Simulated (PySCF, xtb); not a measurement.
RbI, SMILES [Rb][I].

xtb with GFN2-xTB at its own geometry gives an orbital gap of 2.25 eV and a dipole moment of 11.56 D.

The structure is a stationary point at B3LYP-D3(BJ)/def2-TZVPD. The def2 effective core potentials stand for the cores of I, Rb; spin–orbit coupling is left out.

Q: What does PySCF with PBE/def2-TZVPD give? (An estimate is asked for; the answer gives what the named calculation found.)

A: gap 2.27 eV (levels -4.34 and -2.06 eV), dipole 11.43 D.
